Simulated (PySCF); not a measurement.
Species: Cu2 (singlet state).
Z-matrix (Å and degrees, PBE0/cc-pVDZ geometry), rows numbered from 1:
```
Cu
Cu  1  2.2802
```

Computed, not measured: PySCF, PBE0/cc-pVDZ geometry optimisation, gas phase.

Masses are those of the commonest isotopes; rigid-rotor values at the optimised geometry. 

Task: What are the moment of inertia and the rotational constant?

Result: I = 163.595 u·Å², B = 505379 MHz·u·Å²/I = 3089 MHz (0.1030 cm⁻¹, or 0.148 K as hB/k). For two atoms I = μr² with μ = 31.4648 u and r = 2.2802 Å.

Task: List the first levels of a rigid rotor in a Σ state.

Result: E(J) = BJ(J+1): J = 1: 0.206, J = 2: 0.618, J = 3: 1.237, J = 4: 2.061, J = 5: 3.091, J = 6: 4.328 cm⁻¹.

Task: Has it a pure rotational spectrum?

Result: Not by electric dipole: D∞h allows no dipole (computed 0.00 D). Rotational Raman lines (ΔJ = 2) lie at B(4J + 6), spaced by 4B = 0.412 cm⁻¹, with nuclear-spin weights that differ between even and odd J.

Not checked by PBE0/cc-pVDZ frequencies. Geometry: PBE0/cc-pVDZ; no solvent, vibrations or thermal averaging. Zero-point vibration and centrifugal distortion are left out.
